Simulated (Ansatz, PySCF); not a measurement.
CHOS, SMILES [OH+]=C=S, charge +1. Atoms are numbered in the order given.

```xyz
4

O     -0.1440    -1.6399     0.0000
C     -0.0017    -0.4171     0.0000
S      0.0378     1.0802     0.0000
H      0.6468    -2.2252     0.0000
```
Charge +1, spin multiplicity 1.

The structure is a stationary point at B3LYP-D3(BJ)/def2-TZVP. The isomer is the one that the SMILES or the coordinates give; other isomers of the formula were not compared.

Two levels are set side by side: PBE-D3(BJ)/def2-TZVP (Ansatz, an electronic-structure program) and B3LYP-D3(BJ)/def2-TZVP (Ansatz). Each level has its own optimised geometry; the coordinates shown are those of the second. Frequencies come from the Hessian of PySCF at each geometry. Differences are taken from unrounded values.

```tsv
quantity	B3LYP-D3(BJ)
mean bond length (Å)	1.238
bond O1–C2 (Å)	1.231
bond C2–S3 (Å)	1.498
bond O1–H4 (Å)	0.984
highest harmonic wavenumber (cm⁻¹)	3556
mean harmonic wavenumber (cm⁻¹)	1392
zero-point energy (kcal/mol)	11.94
```

Question: What does PBE-D3(BJ) give, and how far is it from B3LYP-D3(BJ)? (Estimate from the structure and the level; the computed values follow.)

Answer: 
| quantity | PBE-D3(BJ) | PBE-D3(BJ) minus B3LYP-D3(BJ) |
|---|---|---|
| mean bond length (Å) | 1.247 | 0.010 |
| bond O1–C2 (Å) | 1.239 | 0.008 |
| bond C2–S3 (Å) | 1.510 | 0.012 |
| bond O1–H4 (Å) | 0.992 | 0.008 |
| highest harmonic wavenumber (cm⁻¹) | 3467 | -89 |
| mean harmonic wavenumber (cm⁻¹) | 1357 | -35 |
| zero-point energy (kcal/mol) | 11.64 | -0.30 |

Exact exchange shortens and stiffens bonds; PBE has none. Differences between two approximate levels are no errors against the true value.
